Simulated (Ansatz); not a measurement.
Reaction R1 + R2 → P1 + P2, each structure at its B3LYP-D3(BJ)/def2-TZVP stationary point, reached from a drawn start (curvature not checked).
P1: F atom, charge 0, multiplicity 2.
P2: H2O (SMILES O), charge 0, multiplicity 1.
R1: OH (SMILES [OH]), charge 0, multiplicity 2.
R2: HF (SMILES F), charge 0, multiplicity 1.

P less R. No zero-point or thermal terms; singlets are restricted closed shells; open shells are unrestricted; no spin–orbit coupling.

Frozen-core correlation throughout.

Programs: Ansatz (an electronic-structure program) with Gaussian orbitals. No computed number here is a measurement.

Total energies in hartree:

```
structure  PBE/def2-TZVPP  CCSD(T)/cc-pVQZ
---------  --------------  ---------------
P1             -99.669123       -99.650258
P2             -76.380147       -76.359711
R1             -75.683357       -75.661589
R2            -100.393473      -100.373105
```

Q: Work out the reaction energy at each level in kcal/mol (1 hartree = 627.50947 kcal/mol), and say how far PBE/def2-TZVPP lies from CCSD(T)/cc-pVQZ.

A: 
- PBE/def2-TZVPP: (-99.669123) + (-76.380147) − (-75.683357) − (-100.393473) = 0.027560 hartree = 17.29 kcal/mol
- CCSD(T)/cc-pVQZ: (-99.650258) + (-76.359711) − (-75.661589) − (-100.373105) = 0.024725 hartree = 15.52 kcal/mol
PBE/def2-TZVPP less CCSD(T)/cc-pVQZ: 1.77 kcal/mol. CCSD(T)/cc-pVQZ is the level counted from, the highest shown, and no exact or measured value.
